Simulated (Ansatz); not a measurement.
Start from `[O]=[W]([OH])([OH])([Cl])[Cl]` and change one atom or group to get `[O]=[W]([OH])([OH])([F])[Cl]`.

Ansatz, PBE0-D4/def2-TZVP geometries, multiplicity 1. Each molecule was computed in one conformer, which needn't be the lowest.

Elements past krypton have def2 core potentials.

| property | `[O]=[W]([OH])([OH])([Cl])[Cl]` |
| --- | --- |
| HOMO–LUMO gap (ωB97M-V/def2-TZVPP) / eV | 9.93 |
| LUMO energy (B3LYP/def2-TZVPP) / eV | -3.59 |
| HOMO–LUMO gap (PBE/def2-TZVPP) / eV | 3.34 |
| LUMO energy (ωB97M-V/def2-TZVPP) / eV | -1.26 |
| LUMO energy (PBE0/def2-TZVPP) / eV | -3.38 |
| HOMO energy (PBE0/def2-TZVPP) / eV | -8.89 |

Q: What does the change do to each property? (Best estimate.)

A: Ansatz gave: 
```csv
property,`[O]=[W]([OH])([OH])([F])[Cl]`,shift
HOMO–LUMO gap (ωB97M-V/def2-TZVPP) / eV,10.33,0.40
LUMO energy (B3LYP/def2-TZVPP) / eV,-3.59,0.00
HOMO–LUMO gap (PBE/def2-TZVPP) / eV,3.69,0.35
LUMO energy (ωB97M-V/def2-TZVPP) / eV,-1.20,0.06
LUMO energy (PBE0/def2-TZVPP) / eV,-3.36,0.02
HOMO energy (PBE0/def2-TZVPP) / eV,-9.25,-0.36
```

B3LYP here is the variant with VWN-RPA as its local correlation; programs differ in this.
